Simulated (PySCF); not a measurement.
Two species compared at the same levels of theory.

First species: 3,3-dimethylbutyraldehyde, C₆H₁₂O.
SMILES: `CC(C)(C)CC=O`

Second species: 1-methylcyclopentanol, C6H12O.
SMILES: `CC1(O)CCCC1`

Levels: PBE0/def2-SVPD for HOMO energy, LUMO energy, HOMO–LUMO gap and static isotropic polarisability; TDDFT PBE0/def2-SVPD for lowest singlet excitation; TDA PBE0/def2-SVPD for lowest triplet excitation (Tamm–Dancoff). Geometries: GFN2-xTB. Each species is one conformer at its optimised geometry, gas phase, non-relativistic unless stated. Electronic properties by PySCF.

The conformers computed, where there is a choice (atom-mapped SMILES and torsion angles):
- `[CH3:1][C:2]([CH3:3])([CH3:4])[CH2:5][CH:6]=[O:7]`: C1–C2–C5–C6 62°, C2–C5–C6–O7 -2°

The conformers of `CC1(O)CCCC1` aren't listed.

Values for the first species:

- HOMO energy: -7.36 eV
- LUMO energy: -0.73 eV
- HOMO–LUMO gap: 6.63 eV
- Lowest singlet excitation: 4.29 eV
- Lowest triplet excitation (Tamm–Dancoff): 3.67 eV
- Static isotropic polarisability: 75.4 au

Q: Estimate the same properties for the second species, and the change in each.

A: 
```tsv
property	first	second	second less first
HOMO energy	-7.36 eV	-7.58 eV	-0.22 eV
LUMO energy	-0.73 eV	0.47 eV	+1.20 eV
HOMO–LUMO gap	6.63 eV	8.05 eV	+1.42 eV
lowest singlet excitation	4.29 eV	6.76 eV	+2.47 eV
lowest triplet excitation (Tamm–Dancoff)	3.67 eV	6.54 eV	+2.87 eV
static isotropic polarisability	75.4 au	73.5 au	-1.9 au
```

On the first: The principal polarisabilities are 69.0, 76.6 and 80.7 au; their mean is the isotropic value. The vertical singlet–triplet gap S1 − T1 is 0.62 eV (TDDFT singlet less Tamm–Dancoff triplet; S1: HOMO→LUMO, weight 0.98; T1: HOMO→LUMO, weight 0.97).

On the second: The principal polarisabilities are 68.9, 72.3 and 79.3 au; their mean is the isotropic value. No computed singlet falls in the visible range (750 to 380 nm, 1.65 to 3.26 eV); S1 lies 3.50 eV above its blue end.
